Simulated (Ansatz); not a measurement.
`[BH2][AlH][OH]` + `C=CBC=C` → `BBC=C` + `C=[CH][AlH][OH]`  (redistribution)

Calculated with Ansatz (gas phase, PBE0-D4/def2-TZVP geometries, no zero-point term in ΔE). CBS: MP2 limit from def2 TZ/QZ plus the TZ coupled-cluster correction, frozen cores. Functionals use def2-TZVPP. B3LYP here is the variant with VWN-RPA as its local correlation; programs differ in this. One conformer a species, not always the lowest.

Q: Is it downhill or uphill in electronic energy at CCSD(T)/CBS, and by how much? (Best estimate.)

A: Computed: Nearly level: ΔE = -2.5 kJ/mol.

Q: What do these levels give: PBE-D4, PBE0-D4, B2PLYP, PBE, PBE0, B3LYP, MP2/def2-TZVPP, SCS-MP2/def2-TZVPP, CCSD/def2-TZVPP, CCSD(T)/def2-TZVPP, HF/def2-QZVPP, SCS-MP2/def2-QZVPP? (An estimate is asked.)

A: The calculation gave: PBE-D4 -6.6, PBE0-D4 -4.1, B2PLYP -4.2, PBE -6.2, PBE0 -3.8, B3LYP -5.2, MP2/def2-TZVPP -2.5, SCS-MP2/def2-TZVPP -1.1, CCSD/def2-TZVPP -1.3, CCSD(T)/def2-TZVPP -1.5, HF/def2-QZVPP 1.5, SCS-MP2/def2-QZVPP -1.8 kJ/mol.

Largest T1 diagnostic among the species: 0.012.

In def2-TZVPP, CCSD(T) changes the Hartree–Fock value by −3.1 kJ/mol (the triples alone add −0.2 kJ/mol) and MP2 by −4.1 kJ/mol.
